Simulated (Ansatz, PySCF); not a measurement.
Gas-phase reaction in SMILES: COC(C)C → CC(C)[O] + [CH3] (CH3) (the C-O bond at the site shown breaks; other sites are not compared here)
Structures are relaxed separately at B3LYP-D3(BJ)/def2-TZVP in Ansatz (a program for electronic structure), one conformer each, not searched for the lowest.

Property: bond dissociation energy (enthalpy at 298 K, with B3LYP-D3(BJ) rigid-rotor harmonic-oscillator terms from PySCF), in kcal/mol. Valence correlation only, unless marked. Open shells are spin-unrestricted. Spin-orbit coupling is left out. Non-relativistic. Basis-set limits of correlation are two-point, X^-3; Hartree-Fock from the larger set. The bracket is a focal-point correction in the basis named.

```csv
level,program,bond dissociation energy (kcal/mol)
B3LYP-D3(BJ)/def2-TZVPD,Ansatz + dftd3,77.2
PBE0-D4/def2-TZVPD,Ansatz + dftd4,79.4
HSE06-D3(BJ)/def2-TZVPD,Ansatz + dftd3,79.2
LC-wPBE/def2-TZVPD,Ansatz,78.5
```

Predict the RI-MP2/CBS(cc-pVTZ,cc-pVQZ)+[CCSD(T)-MP2]/cc-pVDZ result (Ansatz).

86.2 kcal/mol, so LC-wPBE/def2-TZVPD differs from it by -7.7 kcal/mol.
